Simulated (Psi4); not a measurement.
C$_{2}$H$_{4}$NO (SMILES C[N]C=O), doublet (typed; the unrestricted solution is spin-contaminated), geometry from GFN2-xTB, atoms displaced at random by about 0.03 Å a coordinate; HF/STO-3G, gradient run with Psi4 1.11.

Here is a job for Psi4.
```
memory 2 GB

molecule {
0 2
  C    -1.50077558   -0.25810629   -0.01052161
  N    -0.28303979   -0.12718970   -0.70675599
  C     0.87102974   -0.01872488   -0.15807496
  O     1.22984336    0.59164855    0.80280021
  H    -2.29832910    0.17880733   -0.62791404
  H    -1.76861348   -1.34218036    0.16847405
  H    -1.37751104    0.27359167    0.98508697
  H     1.63340885   -0.58387916   -0.85405322
symmetry c1
no_reorient
no_com
}

set basis sto-3g
set reference uhf

gradient('scf')
print_variables()
```

What does Psi4 print? Leave out banner, timings and long lists.


```
gradient() will perform analytic gradient computation.

   => Loading Basis Set <=

    Name: STO-3G
    Role: ORBITAL
    Keyword: BASIS

         ---------------------------------------------------------
                                   SCF
               by Justin Turney, Rob Parrish, Andy Simmonett
                          and Daniel G. A. Smith
                              UHF Reference
         ---------------------------------------------------------

  ==> Geometry <==

    Molecular point group: c1
    Full point group: C1

    Geometry (in Angstrom), charge = 0, multiplicity = 2:

       Center              X                  Y                   Z               Mass
    ------------   -----------------  -----------------  -----------------  -----------------
         C           -1.500775580000    -0.258106290000    -0.010521610000    12.000000000000
         N           -0.283039790000    -0.127189700000    -0.706755990000    14.003074004430
         C            0.871029740000    -0.018724880000    -0.158074960000    12.000000000000
         O            1.229843360000     0.591648550000     0.802800210000    15.994914619570
         H           -2.298329100000     0.178807330000    -0.627914040000     1.007825032230
         H           -1.768613480000    -1.342180360000     0.168474050000     1.007825032230
         H           -1.377511040000     0.273591670000     0.985086970000     1.007825032230
         H            1.633408850000    -0.583879160000    -0.854053220000     1.007825032230

  Running in c1 symmetry.

  Rotational constants: A =      0.85712  B =      0.19607  C =      0.16744 [cm^-1]
  Rotational constants: A =  25695.75598  B =   5877.95377  C =   5019.65127 [MHz]
  Nuclear repulsion =  113.984903953680345

  Charge       = 0
  Multiplicity = 2
  Electrons    = 31
  Nalpha       = 16
  Nbeta        = 15

  ==> Algorithm <==

  SCF Algorithm Type is DF.
  DIIS enabled.
  MOM disabled.
  Fractional occupation disabled.
  Guess Type is SAD.
  Energy threshold   = 1.00e-08
  Density threshold  = 1.00e-08
  Integral threshold = 1.00e-12

  ==> Primary Basis <==

  Basis Set: STO-3G
    Blend: STO-3G
    Number of shells: 16
    Number of basis functions: 24
    Number of Cartesian functions: 24
    Spherical Harmonics?: true
    Max angular momentum: 1

   => Loading Basis Set <=

    Name: (STO-3G AUX)
    Role: JKFIT
    Keyword: DF_BASIS_SCF

  ==> Integral Setup <==

  SCF_SUBTYPE=INCORE selected. In-core MEM_DF algorithm will be used.
  Using in-core AOs.

  ==> MemDFJK: Density-Fitted J/K Matrices <==

    J tasked:                   Yes
    K tasked:                   Yes
    wK tasked:                   No
    Algorithm:                 Core
    Schwarz Cutoff:           1E-12
    Mask sparsity (%):       1.0417
    Fitting Condition:        1E-10

   => Auxiliary Basis Set <=

  Basis Set: (STO-3G AUX)
    Blend: DEF2-UNIVERSAL-JKFIT
    Number of shells: 124
    Number of basis functions: 376
    Number of Cartesian functions: 444
    Spherical Harmonics?: true
    Max angular momentum: 4

  Minimum eigenvalue in the overlap matrix is 2.0740969606E-01.
  Reciprocal condition number of the overlap matrix is 9.0047906616E-02.
    Using symmetric orthogonalization.

  ==> Pre-Iterations <==

  SCF Guess: Superposition of Atomic Densities via on-the-fly atomic UHF (no occupation information).

   -------------------------
    Irrep   Nso     Nmo
   -------------------------
     A         24      24
   -------------------------
    Total      24      24
   -------------------------

  ==> Iterations <==

                           Total Energy        Delta E     RMS |[F,P]|

   @DF-UHF iter SAD:  -202.05099057886727   -2.02051e+02   0.00000e+00
   @DF-UHF iter   1:  -204.43668903369888   -2.38570e+00   1.86355e-02 ADIIS/DIIS
   @DF-UHF iter   2:  -204.55353330742713   -1.16844e-01   1.20617e-02 ADIIS/DIIS
   @DF-UHF iter   3:  -204.60009556856212   -4.65623e-02   2.62780e-03 ADIIS/DIIS
   @DF-UHF iter   4:  -204.60672503619355   -6.62947e-03   1.41893e-03 ADIIS/DIIS
   @DF-UHF iter   5:  -204.60960741868820   -2.88238e-03   9.36989e-04 ADIIS/DIIS
   @DF-UHF iter   6:  -204.61174031024009   -2.13289e-03   8.57500e-04 ADIIS/DIIS
   @DF-UHF iter   7:  -204.61460335634513   -2.86305e-03   8.00094e-04 ADIIS/DIIS
   @DF-UHF iter   8:  -204.62012733703040   -5.52398e-03   4.13103e-04 ADIIS/DIIS
   @DF-UHF iter   9:  -204.61965036805819    4.76969e-04   4.62614e-04 ADIIS/DIIS
   @DF-UHF iter  10:  -204.62101747234223   -1.36710e-03   2.91559e-04 ADIIS/DIIS
   @DF-UHF iter  11:  -204.62059582505381    4.21647e-04   4.20386e-04 ADIIS/DIIS
   @DF-UHF iter  12:  -204.62132028988333   -7.24465e-04   2.77516e-04 ADIIS/DIIS
   @DF-UHF iter  13:  -204.62163931596297   -3.19026e-04   6.87158e-05 DIIS
   @DF-UHF iter  14:  -204.62164202199764   -2.70603e-06   6.38130e-05 DIIS
   @DF-UHF iter  15:  -204.62162233384447    1.96882e-05   1.17860e-04 ADIIS/DIIS
   @DF-UHF iter  16:  -204.62163730472770   -1.49709e-05   9.24556e-05 DIIS
   @DF-UHF iter  17:  -204.62165717210036   -1.98674e-05   3.29774e-05 DIIS
   @DF-UHF iter  18:  -204.62166008920423   -2.91710e-06   7.86825e-06 DIIS
   @DF-UHF iter  19:  -204.62166044132442   -3.52120e-07   2.49309e-06 DIIS
   @DF-UHF iter  20:  -204.62166046803654   -2.67121e-08   1.39430e-06 DIIS
   @DF-UHF iter  21:  -204.62166047184741   -3.81087e-09   3.82834e-07 DIIS
   @DF-UHF iter  22:  -204.62166047216499   -3.17584e-10   1.30972e-07 DIIS
   @DF-UHF iter  23:  -204.62166047218790   -2.29079e-11   5.92043e-08 DIIS
   @DF-UHF iter  24:  -204.62166047219873   -1.08287e-11   3.03222e-08 DIIS
   @DF-UHF iter  25:  -204.62166047220256   -3.83693e-12   8.89562e-09 DIIS
  Energy and wave function converged.

  ==> Post-Iterations <==

   @Spin Contamination Metric:   2.425246450E-01
   @S^2 Expected:                7.500000000E-01
   @S^2 Observed:                9.925246450E-01
   @S   Expected:                5.000000000E-01
   @S   Observed:                5.000000000E-01

    Orbital Energies [Eh]
    ---------------------

    Alpha Occupied:

[...]
      16A     -0.363484

    Alpha Virtual:

[...]
    Beta Occupied:

[...]
    Beta Virtual:

[...]
    Final Occupation by Irrep:
              A
    DOCC [    15 ]
    SOCC [     1 ]
    NA   [    16 ]
    NB   [    15 ]

  @DF-UHF Final Energy:  -204.62166047220256

   => Energetics <=

    Nuclear Repulsion Energy =            113.9849039536803446
    One-Electron Energy =                -505.3962027101061949
    Two-Electron Energy =                 186.7896382842232583
    Total Energy =                       -204.6216604722025636

  UHF NO Occupations:
  HONO-2 :   14  A 1.9981044
  HONO-1 :   15  A 1.8768514
  HONO-0 :   16  A 1.0000000
  LUNO+0 :   17  A 0.1231486
  LUNO+1 :   18  A 0.0018956
  LUNO+2 :   19  A 0.0013317
  LUNO+3 :   20  A 0.0010933

Computation Completed

Properties will be evaluated at   0.000000,   0.000000,   0.000000 [a0]

Properties computed using the SCF density matrix

 Multipole Moments:

 ------------------------------------------------------------------------------------
     Multipole            Electronic (a.u.)      Nuclear  (a.u.)        Total (a.u.)
 ------------------------------------------------------------------------------------

 L = 1.  Multiply by 2.5417464519 to convert [e a0] to [Debye]
 Dipole X            :         -0.9333062            0.5063494           -0.4269568
 Dipole Y            :         -1.6372093            1.3383285           -0.2988808
 Dipole Z            :         -0.1196549            0.2553475            0.1356927
 Magnitude           :                                                    0.5385484

 ------------------------------------------------------------------------------------

         ------------------------------------------------------------
                                   SCF GRAD
                          Rob Parrish, Justin Turney,
                       Andy Simmonett, and Alex Sokolov
         ------------------------------------------------------------

  ==> Geometry <==

    Molecular point group: c1
    Full point group: C1

    Geometry (in Angstrom), charge = 0, multiplicity = 2:

       Center              X                  Y                   Z               Mass
    ------------   -----------------  -----------------  -----------------  -----------------
         C           -1.500775580000    -0.258106290000    -0.010521610000    12.000000000000
         N           -0.283039790000    -0.127189700000    -0.706755990000    14.003074004430
         C            0.871029740000    -0.018724880000    -0.158074960000    12.000000000000
         O            1.229843360000     0.591648550000     0.802800210000    15.994914619570
         H           -2.298329100000     0.178807330000    -0.627914040000     1.007825032230
         H           -1.768613480000    -1.342180360000     0.168474050000     1.007825032230
         H           -1.377511040000     0.273591670000     0.985086970000     1.007825032230
         H            1.633408850000    -0.583879160000    -0.854053220000     1.007825032230

  Nuclear repulsion =  113.984903953680345

  ==> Basis Set <==

  Basis Set: STO-3G
    Blend: STO-3G
    Number of shells: 16
    Number of basis functions: 24
    Number of Cartesian functions: 24
    Spherical Harmonics?: true
    Max angular momentum: 1

  ==> DFJKGrad: Density-Fitted SCF Gradients <==

    Gradient:                    1
    J tasked:                  Yes
    K tasked:                  Yes
    wK tasked:                  No
    Integrals threads:           1
    Schwarz Cutoff:          1E-12
    Fitting Condition:       1E-10

   => Auxiliary Basis Set <=

  Basis Set: (STO-3G AUX)
    Blend: DEF2-UNIVERSAL-JKFIT
    Number of shells: 124
    Number of basis functions: 376
    Number of Cartesian functions: 444
    Spherical Harmonics?: true
    Max angular momentum: 4

  -Total Gradient:
     Atom            X                  Y                   Z
    ------   -----------------  -----------------  -----------------
       1        0.048932740423    -0.007403735455    -0.071073383548
       2        0.099667846087     0.032395675203     0.121230931224
       3       -0.129556119138     0.100797296572     0.112563055413
       4       -0.045509010067    -0.084641433412    -0.147206413489
       5       -0.001990467407     0.000366152663    -0.011021675025
       6       -0.013172365374    -0.028750766376     0.005091633854
       7        0.021665890565     0.017607055953     0.024482209140
       8        0.019961484911    -0.030370245148    -0.034066357568

  Variable Map:
  ----------------------------------------------------------------------------
[...]
  Array Variable Map:
  ----------------------------------------------------------------------------
[...]
[...]
```
